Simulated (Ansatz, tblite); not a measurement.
Cost and result up the ladder for Ge₄O₁₀H₄ (18 atoms). The state is a singlet with charge 0. Geometry: PBE-D4/def2-SVP.

```xyz
18

Ge   -1.2859    2.1658    1.2375
Ge    1.2057   -1.0185    0.8462
Ge   -0.9680    0.5618   -0.7836
Ge   -0.0127   -2.5274   -1.1573
O    -0.9240   -3.5789   -2.0271
O    -0.4010    0.1863   -2.4981
O     2.0181    0.0312   -0.4479
O     0.0880    1.7952    0.0369
O    -0.6229   -1.0695   -0.0405
O    -2.4057    1.2547   -0.0035
O     1.0513   -0.4922    2.4178
O     1.4057   -2.5976   -0.0446
O    -0.9566    1.3299    2.7313
O     0.6383   -0.8387   -2.3831
H    -0.2421    0.6076    2.6436
H     1.8066    0.9710   -0.2118
H    -1.7591    3.6121    1.4227
H     1.3641   -0.3926   -1.7386
```

Ansatz on 4 threads of Intel Xeon on a shared host; xTB runs through tblite on one thread. Times are rough, summed over both states, and most runs start from the orbitals of an earlier one. PBE0-D4/def2-SVP serves as the yardstick here, not as an exact answer. The other state is a triplet.

The xTB rows come from tblite. The structure holds one bond between oxygen atoms, so isomers without such links may lie far lower. The structure comes from a short search, and lower isomers may exist.

xTB has no spin-polarisation term.

| level | functions | wall time |
| --- | --- | --- |
| GFN1-xTB | 84 | 0.19 s |
| GFN2-xTB | 80 | 0.21 s |
| PBE-D4/def2-SVP | 288 | 60 s |
| r2SCAN-D4/def2-SVP | 288 | 1.7 min |
| PBE0-D4/def2-SVP (with forces) | 288 | 2.4 min |

Estimate what each level gives for the vertical triplet (eV).


```
                         level  vertical triplet (eV)  difference from PBE0-D4/def2-SVP (eV)
                      GFN1-xTB                   5.41                                   1.34
                      GFN2-xTB                   4.12                                   0.06
               PBE-D4/def2-SVP                   3.37                                  -0.69
            r2SCAN-D4/def2-SVP                   3.58                                  -0.48
PBE0-D4/def2-SVP (with forces)                   4.06                                   0.00
```
